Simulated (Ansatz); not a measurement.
This geometry of BGaH4O (7 atoms, charge 0, multiplicity 1) is a first-order saddle point.

Theory: Ansatz, RKS B3LYP-D4/def2-SVP.

```xyz
7
Properties=species:S:1:pos:R:3
B -1.410 0.035 0.211
Ga 0.523 -0.025 -0.180
O 2.180 -0.100 -0.814
H -1.917 -0.993 0.579
H -1.891 1.111 0.456
H 0.350 0.080 1.479
H 2.226 -0.176 -1.777
```

Question: Which two structures does it join? (They come from a converged band through this point; their orientation in space is the band's.)

Answer: Bonds broken: Ga2–H6. Bonds formed: B1–H6.

First end point:

```xyz
7
Properties=species:S:1:pos:R:3
B -1.398 0.019 0.029
Ga 0.629 0.006 0.538
O 1.930 -0.083 -0.709
H -2.042 -1.001 -0.048
H -1.996 1.047 -0.185
H 1.296 0.069 1.960
H 1.641 -0.125 -1.629
```

Last end point:

```xyz
7
Properties=species:S:1:pos:R:3
B -1.128 0.060 0.799
Ga 0.668 0.110 -0.290
O 2.173 0.099 -1.241
H -1.559 -0.981 0.332
H -1.664 1.085 0.427
H -0.732 0.017 1.947
H 2.303 -0.459 -2.020
```

Question: How far does it lie above each of them?

Answer: 0.46 eV above the first and 1.41 eV above the second. This is the barrier of this one path; another mechanism may lie lower. The orbitals stay closed-shell, which can raise the energy where a bond breaks towards radicals; this wasn't checked here.

The run took 3.1 min on 1 thread of Arm Neoverse V2, with other jobs on the host, peak memory 0.25 GiB.
